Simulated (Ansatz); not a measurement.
A geometry relaxed with Ansatz (a quantum-chemistry and plane-wave program) with PBE-D3(BJ)/def2-TZVP, charge 0, multiplicity 1:

```xyz
6

N     -0.8862    -0.0050     0.0082
O      1.6828    -1.3172    -0.0062
H     -1.4081     0.8660     0.0068
H     -1.4707    -0.8351     0.0194
H      1.2790     1.3520    -0.0212
Si     0.8033    -0.0607    -0.0069
```

**Question.** Write the SMILES of this molecule.

**Answer.** `N[SiH]=O`
